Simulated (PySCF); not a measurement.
C₂H₄FGeN.
Atom-mapped SMILES: `[CH:1]#[C:2][Ge@@H:3]([NH2:4])[F:5]` (hydrogens: H6 on C1; H7 on Ge3; H8, H9 on N4)

Method: PBE0-D3(BJ)/def2-SVP geometry optimisation, gas phase in PySCF; density fitting, grid level 1; the optimiser is geomeTRIC in internal coordinates, started from a GFN2-xTB structure with every atom displaced at random (about 0.01 Å).

Geometry at step 1:
```
atom  x, y, z in Å
C1      2.3054    0.5515   -0.6533
C2      1.2897    0.2465   -0.0685
Ge3    -0.3981   -0.0059    0.7748
N4     -1.7568   -0.3476   -0.4130
F5     -0.2674   -1.4450    1.7257
H6      3.2536    0.7434   -1.1443
H7     -0.7273    1.1936    1.6843
H8     -1.8965    0.3364   -1.1458
H9     -1.7440   -1.2897   -0.7932
```

Problem. What forces act on the atoms?

Solution. 
```json
{"atom": "C1", "Fx (eV/Å)": "0.942", "Fy (eV/Å)": "-0.018", "Fz (eV/Å)": "-0.381"}
{"atom": "C2", "Fx (eV/Å)": "-0.571", "Fy (eV/Å)": "-0.016", "Fz (eV/Å)": "0.326"}
{"atom": "Ge3", "Fx (eV/Å)": "-0.440", "Fy (eV/Å)": "0.271", "Fz (eV/Å)": "-0.529"}
{"atom": "N4", "Fx (eV/Å)": "0.329", "Fy (eV/Å)": "-0.057", "Fz (eV/Å)": "0.705"}
{"atom": "F5", "Fx (eV/Å)": "-0.019", "Fy (eV/Å)": "-0.114", "Fz (eV/Å)": "0.087"}
{"atom": "H6", "Fx (eV/Å)": "-0.341", "Fy (eV/Å)": "0.035", "Fz (eV/Å)": "0.108"}
{"atom": "H7", "Fx (eV/Å)": "0.036", "Fy (eV/Å)": "-0.206", "Fz (eV/Å)": "-0.088"}
{"atom": "H8", "Fx (eV/Å)": "0.019", "Fy (eV/Å)": "0.067", "Fz (eV/Å)": "-0.134"}
{"atom": "H9", "Fx (eV/Å)": "0.043", "Fy (eV/Å)": "0.037", "Fz (eV/Å)": "-0.093"}
```

The largest, 1.02 eV/Å, acts on C1; the rms over all components is 0.325 eV/Å. The forces sum to zero within rounding, as they must for an isolated molecule in no field.

Problem. Give the force on C1 in Eh/bohr and in nN.

Solution. 1.016 eV/Å ÷ 51.422 = 0.01976 Eh/bohr, and 1.016 eV/Å × 1.602 = 1.63 nN.

Problem. How far is this geometry from the end of the optimisation?

Solution. 0.146 eV above it, and 0.520 Å rms away after alignment. The bonds farthest from their final lengths, with half the difference of the two atoms' forces along the bond (positive lengthens):

```json
{"bond": "Ge3–N4", "now (Å)": "1.837", "final (Å)": "1.803", "force along bond (eV/Å)": "-0.65"}
{"bond": "Ge3–F5", "now (Å)": "1.730", "final (Å)": "1.749", "force along bond (eV/Å)": "+0.35"}
{"bond": "Ge3–H7", "now (Å)": "1.541", "final (Å)": "1.527", "force along bond (eV/Å)": "-0.11"}
{"bond": "C2–Ge3", "now (Å)": "1.904", "final (Å)": "1.892", "force along bond (eV/Å)": "-0.27"}
{"bond": "C1–H6", "now (Å)": "1.085", "final (Å)": "1.076", "force along bond (eV/Å)": "-0.67"}
{"bond": "C1≡C2", "now (Å)": "1.211", "final (Å)": "1.215", "force along bond (eV/Å)": "+0.80"}
```

The angle farthest from its final value is N4–Ge3–F5, 104.9° against 111.7°.

Of the 4 listed bonds off by 0.010 Å or more, this force points towards the final length in 4.

What follows is the cost of the whole optimisation. Hardware: Arm Neoverse V1, one thread, no GPU, shared host. Cost: 2.2 min wall, 0.45 GiB resident at most.
